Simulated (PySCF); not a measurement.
# Gas-phase thermal properties of AgBr

Method: PySCF energies (xtb for GFN2) plus ideal-gas RRHO corrections (1 bar). All species are closed-shell singlets. Ag: scalar-relativistic def2 core potential, no spin-orbit coupling. Br: all electrons, no relativistic terms. The harmonic model lacks anharmonicity and excited electronic states, which grow with temperature; levels with a mode under 35 cm⁻¹ are left out.

```tsv
level	point group	σ	ZPE (kJ/mol)	S°298 (J/mol/K)	Cp298 (J/mol/K)	S°1000 (J/mol/K)	H1000 − H298 (kJ/mol)
GFN2-xTB	C∞v	1	1.5	256.7	36.5	301.5	26.1
PBE/def2-SVP	C∞v	1	1.4	257.4	36.6	302.3	26.1
PBE0/def2-TZVP	C∞v	1	1.4	257.3	36.5	302.1	26.1
```
σ: rotational symmetry number. Electronic degeneracy used: 1. Frequencies are unscaled.
